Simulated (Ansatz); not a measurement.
Input file for Ansatz (an electronic-structure program): R-SVWN5/def2-TZVPP on ammonia borane (SMILES [BH3-][NH3+]), a point of a torsion scan.

Ansatz 0.2 input:
```yaml
crystal:
  periodic: [false, false, false]
  atoms:
    - {symbol: B, position_ang: [-0.83396033, 0.08861949, -0.01128072]}
    - {symbol: N, position_ang: [0.83718251, -0.03290088, 0.02343138]}
    - {symbol: H, position_ang: [-1.19657005, -0.65827968, -0.86342703]}
    - {symbol: H, position_ang: [-1.07429338, 1.22961704, -0.24331245]}
    - {symbol: H, position_ang: [-1.20113380, -0.25153288, 1.06933207]}
    - {symbol: H, position_ang: [1.23234597, 0.74775624, -0.48537633]}
    - {symbol: H, position_ang: [1.11807745, -0.91228454, -0.39066347]}
    - {symbol: H, position_ang: [1.13508390, 0.00887400, 0.99015797]}
basis:
  gaussian:
    orbitals: def2-TZVPP
hamiltonian:
  xc: {name: SVWN5}
scf: {lower_state_search: off}
```

It printed:

```
Functional definition: SVWN5
[...]
these checks for a lower state are left out or cut short: stability, starts, cluster_reference, orbital_swaps, neighbouring_geometries, increment
integrals: 0.03 GiB planned
678 factors; their error is unknown
mean field: 0.39 GiB planned
mean field evaluation 1: about -2233.8704 eV, gradient 6.6e1 eV
mean field evaluation 2: about -2218.5704 eV, gradient 1.0e2 eV
mean field evaluation 4: about -2243.4610 eV, gradient 6.2e0 eV
mean field evaluation 8: about -2243.5664 eV, gradient 7.2e-3 eV
mean field evaluation 16: about -2243.5578 eV, gradient 8.1e-6 eV
mean field -2243.55779396 eV, -82.4492281899 hartree, gradient 8.1e-6 eV, S^2 0.000000; 0 other end points of the search recorded, 0 dependent functions left out
reference -2243.55783184 eV, -82.4492295820 hartree; 9, 9 occupied and 137, 137 virtual orbitals, 678 factors
Total energy: -2243.55783184 eV, -82.4492295820 hartree
Checks for a lower state left out: stability, starts, cluster_reference, orbital_swaps, neighbouring_geometries, increment
```

Self-consistency was reached.

Cost: roughly 0.7 core-seconds.
